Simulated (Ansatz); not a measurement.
This geometry of C$_{2}$H$_{7}$NOSi (12 atoms, charge 0, multiplicity 1) is a first-order saddle point.

These are results of RKS PBE/6-31G* (Ansatz), not measurements.

```xyz
12
Properties=species:S:1:pos:R:3
N -0.915 0.915 0.963
C -0.281 0.067 0.009
Si 1.614 0.281 -0.139
C -0.912 -1.230 -0.309
O -0.954 -0.185 -1.295
H -0.739 1.906 0.763
H -1.932 0.774 0.965
H 2.301 -1.009 0.201
H 2.090 1.348 0.803
H 1.984 0.667 -1.538
H -1.876 -1.476 0.168
H -0.303 -2.114 -0.557
```

(1) Which two structures does it join? (They come from a converged band through this point; their orientation in space is the band's.)

(2) How far does it lie above each of them?

## Answers

(1) No bond is made or broken. The dihedral O5–C2–Si3–H8 goes from -38 to -158°. The two ends are copies of one structure, up to a mirror image or an exchange of like atoms.

Initial state:

```xyz
12
Properties=species:S:1:pos:R:3
N -1.011 1.218 0.320
C -0.277 0.050 -0.032
Si 1.608 0.276 -0.141
C -0.838 -1.282 0.273
O -0.814 -0.847 -1.095
H -0.882 1.956 -0.380
H -2.018 1.024 0.380
H 2.224 -1.028 -0.545
H 2.190 0.722 1.168
H 1.914 1.319 -1.177
H -1.837 -1.336 0.737
H -0.182 -2.130 0.527
```

Final state:

```xyz
12
Properties=species:S:1:pos:R:3
N -0.839 0.688 1.201
C -0.271 0.069 0.051
Si 1.615 0.245 -0.117
C -0.956 -1.083 -0.569
O -0.982 0.179 -1.253
H -0.679 1.701 1.187
H -1.854 0.537 1.246
H 2.336 -0.370 1.045
H 1.963 1.705 -0.176
H 2.047 -0.424 -1.385
H -1.918 -1.413 -0.142
H -0.385 -1.890 -1.055
```

(2) 8.0 kJ/mol above the first and 8.0 kJ/mol above the second. This is the barrier of this one path; another mechanism may lie lower.

Time of the run: 2.3 min on 2 threads of Arm Neoverse N1 (shared host), peak memory 0.19 GiB.
